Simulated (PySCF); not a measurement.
C₄H₃F₃O₂.
Bonds: C1–C2 (double), C2–C3, C3–O4 (double), C2–O5, O5–C6, C6–F7, C6–F8, C6–F9. Hydrogens: H10, H11 on C1; H12 on C3.

The closed-shell SCF was solved with PySCF and density fitting under several settings on one GFN2-xTB geometry (grid level 2 and gas phase unless stated).

```json
{"settings": "PBE0/pcSseg-1", "basis functions": "168", "SCF cycles": "14", "E (Eh)": "-603.5093", "HOMO (eV)": "-8.35", "LUMO (eV)": "-2.45", "dipole (D)": "0.68"}
{"settings": "PBE0/def2-SVPD", "basis functions": "219", "SCF cycles": "14", "E (Eh)": "-603.1424", "HOMO (eV)": "-8.40", "LUMO (eV)": "-2.57", "dipole (D)": "0.70"}
{"settings": "wB97X/ANO-RCC-VDZP", "basis functions": "141", "SCF cycles": "15", "E (Eh)": "-604.2307", "HOMO (eV)": "-10.76", "LUMO (eV)": "-0.14", "dipole (D)": "0.58"}
```

**Question.** Estimate the row for these settings: OPBE/6-31G*, IEF-PCM benzene, damping 0.2 at the start, DIIS from the seventh cycle, start guess atom.

**Answer.** 
```csv
settings,basis functions,SCF cycles,E (Eh),HOMO (eV),LUMO (eV),dipole (D)
"OPBE/6-31G*, IEF-PCM benzene, damping 0.2 at the start, DIIS from the seventh cycle, start guess atom",132,24,-603.8648,-6.24,-2.91,0.92
```

**Question.** Over all rows, what range does the HOMO–LUMO gap span?

**Answer.** From 3.33 eV (OPBE/6-31G*, IEF-PCM benzene, damping 0.2 at the start, DIIS from the seventh cycle, start guess atom) to 10.62 eV (wB97X/ANO-RCC-VDZP). The functional of the narrowest has no exact exchange, that of the widest range-separated exact exchange.

**Question.** And the dipole moment?

**Answer.** From 0.58 D (wB97X/ANO-RCC-VDZP) to 0.92 D (OPBE/6-31G*, IEF-PCM benzene, damping 0.2 at the start, DIIS from the seventh cycle, start guess atom); the largest is 1.59 times the smallest, and the median is 0.69 D.

**Question.** Compare two rows with the functional PBE0: PBE0/pcSseg-1 and PBE0/def2-SVPD. Which energy is lower, and by how much?

**Answer.** PBE0/pcSseg-1 (168 functions) lies 0.3669 Eh or 230 kcal/mol below PBE0/def2-SVPD (219 functions). The smaller set gives the lower energy; the two sets aren't nested, so the variational bound doesn't order them by size.

Whole jobs, the steps after the SCF included, on one thread of an Arm Neoverse V1, shared host:

```csv
settings,work after the SCF,wall time,peak memory
PBE0/pcSseg-1,"shieldings, charges and field gradients, density and orbital grids written",30 s,0.75 GiB
PBE0/def2-SVPD,"6 singlets by full TDDFT, 2 Tamm–Dancoff triplets, polarisability, density and orbital grids written",50 s,0.83 GiB
wB97X/ANO-RCC-VDZP,shieldings,52 s,0.77 GiB
"OPBE/6-31G*, IEF-PCM benzene, damping 0.2 at the start, DIIS from the seventh cycle, start guess atom","3 singlets by TDA, 2 Tamm–Dancoff triplets, polarisability",19 s,0.66 GiB
```

Cycle counts include a coarse-grid stage where the run had one. All basis functions are spherical, in the Pople sets too. ANO-RCC sets were contracted for a scalar-relativistic Hamiltonian, but ran non-relativistically here. Geometry: GFN2-xTB, one conformer.

Shape of the structure used: `[CH2:1]=[C:2]([CH:3]=[O:4])[O:5][C:6]([F:7])([F:8])[F:9]`: C1–C2–C3–O4 0°, C1–C2–O5–C6 0°, C2–O5–C6–F7 180°.
